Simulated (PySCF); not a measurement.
CH3FI2Si, SMILES I[Si](I)(F)C. Atoms are numbered in the order given.

```xyz
8

C     -1.1950     2.2489     0.0000
Si     0.1092     0.9260     0.0000
F      1.5761     1.6206     0.0000
I     -0.0394    -0.4584    -2.0206
I     -0.0394    -0.4584     2.0206
H     -1.0855     2.8771     0.8979
H     -2.1973     1.7959     0.0000
H     -1.0855     2.8771    -0.8979
```
Charge 0, spin multiplicity 1.

Geometry optimised at B3LYP-D3(BJ)/def2-SVP. The def2 effective core potentials stand for the cores of I; spin–orbit coupling is left out.

Level of theory: PBE/def2-TZVP in PySCF.

The molecule is in vacuum.

| Property | Value |
|---|---|
| total energy | -1024.57843 hartree |
| point group | Cs |
| highest occupied level | -6.58 eV |
| lowest empty level | -2.17 eV |
| orbital gap | 4.41 eV |
| dipole moment | 1.91 D |
| quadrupole, principal values (traceless, Buckingham form, about the centre of nuclear charge) | -6.42, 0.34, 6.08 D·Å |
| mean static polarisability | 103.4 bohr³ (15.32 Å³) |
| polarisability, principal values | 77.4, 100.4, 132.3 bohr³ |
